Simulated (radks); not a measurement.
Task: Species: K. Configuration: [Ar] 4s1. Calculated with a radial shooting solver on a logarithmic mesh with Libxc functionals: non-relativistic Kohn-Sham, LB94 model potential, spin-polarised, spherical densities, point nucleus; open shells are filled with parallel spins first. Some entries of the table are withheld. Estimate them.

orbital  occ.  eigenvalue (eV)  r(max) (bohr)
1s up       1        -3559.161        0.05353
1s down     1        -3559.124        0.05353
2s up       1        -367.8589         0.3208
2s down     1        -367.8410         0.3208
2p up       3        -297.6192         0.2629
2p down     3        -297.5988         0.2629
3s up       1         -40.0840          1.079
3s down     1         -40.0392          1.080
3p down     3         -24.1891          1.157
3p up       3         -24.1057          1.154
4s down     0          -6.5686          3.572
4s up       1          -4.9168          3.607
4p down     0          -4.2584          4.597
3d down     0          -4.0120          2.021
4p up       0          -2.9558          5.256
3d up       0          -2.9505          1.698
5s down     0              (1)            (2)
5s up       0              (3)            (4)
4f down     0          -0.9611          11.11
4f up       0          -0.7370          15.60

Result: 
(1) 5s down eigenvalue (eV): -2.3180
(2) 5s down r(max) (bohr): 8.956
(3) 5s up eigenvalue (eV): -1.7902
(4) 5s up r(max) (bohr): 10.02
